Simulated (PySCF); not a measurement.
## Exercise with solution: refractive index and permittivity of the vapour

B(Me)(OMe)(SH) (C2H7BOS), SMILES COB(C)S.

Coordinates come from a B3LYP-D3(BJ)/def2-SVP optimisation. The structure was generated by enumeration, and PubChem lists no compound with its InChIKey, so it may never have been made. The values are those of a single conformer.

r2SCAN/def2-TZVP (PySCF) gives a mean static polarisability of 62.4 bohr³ and a dipole moment of 0.15 D. Take an ideal gas at 298.15 K and 1 bar, whether or not the substance is that volatile.

Work out n − 1 in the optical limit and the static ε − 1.


Polarisability volume α' = 62.4 × 0.148185 = 9.25 Å³. Number density N = p/kT = 2.43e-5 Å⁻³.
Dilute limit of Lorentz–Lorenz: n − 1 = 2π N α' = 0.0014.
Orientation term of Debye: μ²/(3kT) = 8.098 Å³ × μ²(D²) = 0.18 Å³.
ε − 1 = 4π N (α' + μ²/3kT) = 0.0029. Orientation of the dipole supplies 2 % of the static response; it can't follow optical fields. Vibrational polarisation and dispersion are left out.
